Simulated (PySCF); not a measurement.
# How methods differ on the excitation energy of Ne⁺

Ne⁺ [He] 2s2 2p5 (2P) → Ne⁺ [He] 2s1 2p5 3s1 (4P), as a difference of total energies. Calculation: PySCF 2.14, in aug-cc-pwCVDZ (5s4p2d, 27 functions); the non-relativistic Hamiltonian (point nucleus). Correlated levels: valence: 1s2 frozen; valence and next inner shell: nothing frozen. The calculations carry no spin-orbit coupling.

```csv
method,excitation energy (eV)
UHF,52.896
LDA,50.478
PBE,50.532
PBE0,51.418
r2SCAN,51.808
wB97M-V,51.734
TPSS,51.229
M06-2X,51.733
PW91,50.581
MP2 (valence),52.507
SCS-MP2 (valence),52.328
MP2 (valence and next inner shell),52.466
SCS-MP2 (valence and next inner shell),52.300
```

**Question.** How much does correlation contribute at MP2 (valence and next inner shell)?

**Answer.** 52.466 − (52.896) = -0.430 eV, measured against UHF.

The upper state lies above the first ionisation limit, where it may autoionise and the basis confines it. A Rydberg-like electron needs more diffuse functions than a valence basis has.

The promoted electron is Rydberg-like, and one or two diffuse shells describe it only roughly, which tends to raise the upper state.
